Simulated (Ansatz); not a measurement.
Calculated with Ansatz (gas phase, PBE0-D4/def2-TZVP geometries, no zero-point term in ΔE). CBS: MP2 limit from def2 TZ/QZ plus the TZ coupled-cluster correction, frozen cores. This one scheme is used for every species. Functionals use def2-TZVPP. B3LYP here is the variant with VWN-RPA as its local correlation; programs differ in this. Elements past krypton have def2 core potentials. For Ge, Te outer-core shells are correlated without core-valence functions, which leaves a few kJ/mol of doubt a bond. Scalar relativity is left out up to krypton. One conformer a species, not always the lowest.

Consider the redistribution: `OBO` + `C[Te][GeH3]` → `C[Te]B(O)O` + GeH₄.

```tsv
level	ΔE (kcal/mol)	difference from CCSD(T)/CBS
B3LYP-D4	7.2	0.9
ωB97X-V	6.1	-0.2
ωB97M-V	6.4	0.1
B2PLYP	7.0	0.7
PBE0	6.7	0.4
HF/def2-TZVPP	8.7	2.4
MP2/def2-TZVPP	6.0	-0.3
CCSD(T)/def2-TZVPP	5.6	-0.7
MP2/def2-QZVPP	6.4	0.1
HF/CBS(def2)	8.7	2.4
CCSD(T)/CBS	6.3	0
```

Largest T1 diagnostic among the species: 0.013.

In def2-TZVPP, CCSD(T) changes the Hartree–Fock value by −3.1 kcal/mol (the triples alone add −0.5 kcal/mol) and MP2 by −2.8 kcal/mol.
